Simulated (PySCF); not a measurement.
Species: C3HCl2NO.
Numbering: `[Cl:1][c:2]1[cH:3][n:4][c:5]([Cl:6])[o:7]1` (hydrogens: H8 on C3)

Structure used (PBE0-D3(BJ)/def2-SVP), in Å, numbered top down from 1:
```xyz
8
C3HCl2NO angstrom
Cl    -2.2280   -1.3723    0.8821
C     -0.8509   -0.4529    0.5566
C     -0.6345    0.8637    0.2928
N      0.7179    1.0520    0.0997
C      1.2289   -0.1176    0.2499
Cl     2.8532   -0.5713    0.1414
O      0.3460   -1.0935    0.5312
H     -1.3589    1.6722    0.2317
```

Computed, not measured: core-valence-separated Tamm–Dancoff BHandHLYP/aug-pcX-1 (pcseg-1 on H, def2-SVPD on Cl) in PySCF, non-relativistic, gas phase, PBE0-D3(BJ)/def2-SVP geometry. No empirical shift is added; at this level the pattern usually sits a few eV under experiment.

The lowest roots of each edge with f over 0.003 (five at most, numbered afresh; weaker and dark ones are left out), with transition dipoles (au) in the frame of the coordinates:

```csv
root,edge,E (eV),f,μx,μy,μz
1,C,284.23,0.0593,0.0106,0.0163,0.0903
2,C,285.72,0.0638,-0.0108,-0.0167,-0.0934
3,C,285.99,0.0753,0.0119,0.0183,0.1014
4,C,286.81,0.0052,0.0030,0.0048,0.0265
5,C,287.19,0.0218,-0.0185,0.0520,-0.0072
6,N,397.42,0.0580,-0.0089,-0.0136,-0.0755
7,N,400.65,0.0046,-0.0024,-0.0038,-0.0211
8,N,402.27,0.0103,0.0319,-0.0042,-0.0029
9,O,533.23,0.0321,-0.0056,-0.0087,-0.0485
10,O,535.84,0.0070,-0.0021,0.0227,-0.0038
11,O,536.70,0.0513,0.0617,0.0055,-0.0082
12,O,536.95,0.0032,-0.0056,0.0144,-0.0020
13,O,537.61,0.0059,-0.0178,0.0112,0.0001
```

Problem. What is the unit vector of the normal of the molecular plane, and which share of each root's |μ|² lies along it?

Solution. (-0.11, -0.18, -0.98), up to sign.

| root | core hole on | share along it | final orbital under reflection in the plane |
| --- | --- | --- | --- |
| 1 | C3 | 1.00 | odd |
| 2 | C2 | 1.00 | odd |
| 3 | C5 | 1.00 | odd |
| 4 | C3 | 1.00 | odd |
| 5 | C3 | 0.00 | even |
| 6 | N4 | 1.00 | odd |
| 7 | N4 | 1.00 | odd |
| 8 | N4 | 0.00 | even |
| 9 | O7 | 1.00 | odd |
| 10 | O7 | 0.00 | even |
| 11 | O7 | 0.00 | even |
| 12 | O7 | 0.00 | even |
| 13 | O7 | 0.00 | even |

The 1s orbitals of atoms in the plane are even under the reflection, so light polarised along the normal reaches odd orbitals alone (the out-of-plane π set) and light polarised in the plane even ones.

Problem. For fixed molecules, how does the intensity of root 1 change when the electric field is turned 20° away from the normal of the molecular plane?

Solution. Intensity goes as (E·μ)², and μ lies along that direction, so it falls to cos²20° = 0.88 of its maximum; it vanishes at 90°.

Problem. Molecules are fixed in this frame and the field points along (0, 1, 1)/√2. What effective strengths 3 f cos²θ do the roots have (θ between field and μ)?

Solution. root 1 (C3): 0.119, root 2 (C2): 0.127, root 3 (C5): 0.150, root 4 (C3): 0.010, root 5 (C3): 0.021, root 6 (N4): 0.116, root 7 (N4): 0.009, root 8 (N4): 0.001, root 9 (O7): 0.064, root 10 (O7): 0.007, root 11 (O7): 0.000, root 12 (O7): 0.003, root 13 (O7): 0.003. Root 3 is the strongest. Averaged over all orientations cos²θ is 1/3, which gives f back.

